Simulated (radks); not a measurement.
The numbers below are computed, except where a source is named.
Trend from K3+ to Kr3+: ionisation energy by Delta-SCF between NIST ground configurations, and size. Code: a radial shooting solver on a logarithmic mesh with Libxc functionals. Model: scalar-relativistic Kohn-Sham, PBEsol, spin-polarised, spherical densities, finite nucleus; open shells are filled with parallel spins first; Fermi nuclear charge, rms radius of each element as measured or else 0.836 A^(1/3) + 0.57 fm.

species,configuration,IE (eV),NIST (eV),kind,-e(HOMO) (eV),outermost,<r> outermost (bohr)
K3+,[Ne] 3s2 3p4,60.623,60.92,semi-emp.,53.105 (3p),3p,1.30
Ca3+,[Ne] 3s2 3p5,67.136,67.273,semi-emp.,58.865 (3p),3p,1.21
Sc3+,[Ar],73.422,73.489,exp.,64.511 (3p),3p,1.13
Ti3+,[Ar] 3d1,43.512,43.267,exp.,35.139 (3d),3d,1.26
V3+,[Ar] 3d2,46.599,46.709,exp.,37.833 (3d),3d,1.17
Cr3+,[Ar] 3d3,49.530,49.16,semi-emp.,40.384 (3d),3d,1.10
Mn3+,[Ar] 3d4,52.333,51.2,semi-emp.,42.819 (3d),3d,1.03
Fe3+,[Ar] 3d5,55.031,54.91,exp.,45.156 (3d),3d,0.976
Co3+,[Ar] 3d6,51.944,51.3,semi-emp.,42.364 (3d),3d,0.957
Ni3+,[Ar] 3d7,55.029,54.9,semi-emp.,45.051 (3d),3d,0.907
Cu3+,[Ar] 3d8,57.971,57.38,semi-emp.,47.616 (3d),3d,0.863
Zn3+,[Ar] 3d9,60.796,59.57,exp.,50.079 (3d),3d,0.823
Ga3+,[Ar] 3d10,63.524,63.24,exp.,52.458 (3d),3d,0.787
Ge3+,[Ar] 3d10 4s1,46.592,45.716,exp.,41.197 (4s),4s,1.84
As3+,[Ar] 3d10 4s2,50.123,50.2,exp.,44.462 (4s),4s,1.74
Se3+,[Ar] 3d10 4s2 4p1,42.561,42.947,exp.,37.068 (4p),4p,1.87
Br3+,[Ar] 3d10 4s2 4p2,46.946,47.78,exp.,40.951 (4p),4p,1.76
Kr3+,[Ar] 3d10 4s2 4p3,51.112,50.9,exp.,44.707 (4p),4p,1.65

Reference values: NIST Atomic Spectra Database (exp. = measured, semi-emp. = semi-empirical, theory = theoretical value adopted there). Open shells are spherical and high-spin; term and fine-structure splittings are not resolved.
